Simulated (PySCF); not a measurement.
C4H12O4Si2, SMILES [Si](C)(C)(/C=C/[Si](O)(O)O)O, singlet (GFN2-xTB optimised geometry):

```
22

Si    -0.604     1.588    -0.215
O     -0.637     2.208    -1.722
O     -2.122     1.648     0.373
O      0.354     2.557     0.679
C      0.054    -0.179    -0.194
C     -0.681    -1.274     0.000
Si    -0.004    -3.040     0.000
C     -0.448    -3.962    -1.600
C     -0.689    -3.945     1.534
O      1.635    -3.040     0.000
H     -1.329     1.931    -2.314
H     -2.253     1.572     1.313
H      1.047     3.040     0.239
H      1.116    -0.316    -0.367
H     -1.743    -1.139     0.165
H     -0.043    -3.452    -2.468
H     -1.523    -4.034    -1.728
H     -0.046    -4.970    -1.593
H     -0.449    -3.417     2.453
H     -1.769    -4.041     1.489
H     -0.276    -4.946     1.613
H      2.122    -2.597     0.689
```

Calculation: PySCF with PBE0/def2-SVP.

What are the frontier orbital energies and the dipole moment?

HOMO-2 -8.38 eV, HOMO-1 -7.65 eV, HOMO -7.51 eV, LUMO -0.46 eV, LUMO+1 1.27 eV; dipole moment 0.92 D.

On the same geometry PBE/def2-SVP run with PySCF 2.14.0 gives HOMO-2 -6.83 eV, HOMO-1 -6.35 eV, HOMO -6.06 eV, LUMO -1.35 eV, LUMO+1 0.35 eV; dipole moment 0.83 D.

Meta-Löwdin charges at PBE0/def2-SVP: Si1 1.39, O2 -0.72, O3 -0.72, O4 -0.72, C5 -0.36, C6 -0.33, Si7 1.07, C8 -0.56, C9 -0.57, O10 -0.71, H11 0.34, H12 0.34, H13 0.34, H14 0.10, H15 0.10, H16 0.12, H17 0.11, H18 0.12, H19 0.11, H20 0.12, H21 0.12, H22 0.33.
